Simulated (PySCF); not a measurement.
# AsHF: from structure and modes to constants

Method: UPBE0 in PySCF with As def2-TZVP, H def2-TZVP, F def2-TZVP; no relativity; density-fitted integrals.

The doublet minimum has Cs symmetry. Masses (u): As 74.92160, H 1.00782, F 18.99840.

```xyz
3
charge 0 multiplicity 2, angstrom
As   -0.2454    0.0000   -0.2472
H    -1.3638    0.0000    0.8057
F     1.0411    0.0000    0.9349
```

Harmonic wavenumbers (cm⁻¹): 684.3 (a', ×1), 830.7 (a', ×1), 2154.6 (a', ×1).

(1) Find the principal moments of inertia and the rotational constants. What kind of rotor is it?

(2) What is the harmonic zero-point energy?

(3) Find the vibrational entropy and heat capacity at 298.15 K.

(4) Give the standard entropy (298.15 K, 1 bar) by its translational, rotational, vibrational and spin parts, and Cp.

Answers

(1) About the centre of mass I = 2.329, 46.484, 48.813 u Å². With B = 16.8576/I this gives 7.238, 0.3627, 0.3453 cm⁻¹. The molecule is an asymmetric top with κ = -0.99.

(2) Half the sum of all 3 wavenumbers, 3670/2 = 1835 cm⁻¹, which is 21.9 kJ/mol (1 cm⁻¹ = 0.0119627 kJ/mol).

(3) With u = 1.43878 ω/T, each mode gives S = R[u/(eᵘ−1) − ln(1−e⁻ᵘ)] and C = R u² eᵘ/(eᵘ−1)².
```
ω (cm⁻¹)       u  S (J/(mol K))  C (J/(mol K))
   684.3   3.302           1.36           3.60
   830.7   4.009           0.77           2.52
  2154.6  10.397           0.00           0.03
```
The sums over all modes are S = 2.1 and C = 6.1 J/(mol K); the softest mode gives 64 % of the entropy.

(4) Sackur–Tetrode with M = 94.93 u gives 165.6; rotation with symmetry number 1 gives 84.2; vibration 2.1; spin R ln 2 = 5.8. The total is 257.7 J/(mol K), and Cp = 4 R + 6.1 = 39.4 J/(mol K).

Other isomers or separated fragments may lie lower.
